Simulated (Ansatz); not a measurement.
The pair A = C2H2 (SMILES C#C) (first 4 atoms), B = HI (SMILES I); geometry from B3LYP-D3(BJ)/def2-TZVP.
(charge 0, multiplicity 1):
```xyz
6

C     -0.332     0.145     0.279
C      0.860     0.236     0.350
H     -1.390     0.064     0.216
H      1.919     0.317     0.411
I      0.035    -0.076     4.397
H      0.129     0.028     2.781
```

Correlated levels freeze the cores. Filled d and f shells under p-block atoms count as core.

Run with Ansatz (a quantum-chemistry and plane-wave program) with Gaussian orbitals. Values without a source in brackets are computed. In def2 rows elements past Kr take small-core potentials, without spin–orbit coupling.

Total energies (hartree), monomers frozen at their geometry in the pair:

| structure | PBE/def2-TZVPPD | MP2/def2-SVPD | CCSD(T)/def2-TZVPPD |
|---|---|---|---|
| AB | -375.5470177 | -374.3820064 | -374.6115354 |
| A in the pair's basis | -77.2523185 | -77.0315436 | -77.1901935 |
| B in the pair's basis | -298.2919039 | -297.3480297 | -297.4191453 |
| A | -77.2522358 | -77.0301722 | -77.1898530 |
| B | -298.2918680 | -297.3471229 | -297.4186921 |

Task: Work out the interaction energy without and with the counterpoise correction, and the superposition error, for each level.

Result: 
E(AB) − E(A) − E(B), times 627.509 kcal/mol, with the monomers in their own basis and then in the pair's basis:
- PBE/def2-TZVPPD: -1.83 uncorrected, -1.75 corrected; the monomers gain 0.07 kcal/mol from borrowed functions
- MP2/def2-SVPD: -2.96 uncorrected, -1.53 corrected; the monomers gain 1.43 kcal/mol from borrowed functions
- CCSD(T)/def2-TZVPPD: -1.88 uncorrected, -1.38 corrected; the monomers gain 0.50 kcal/mol from borrowed functions
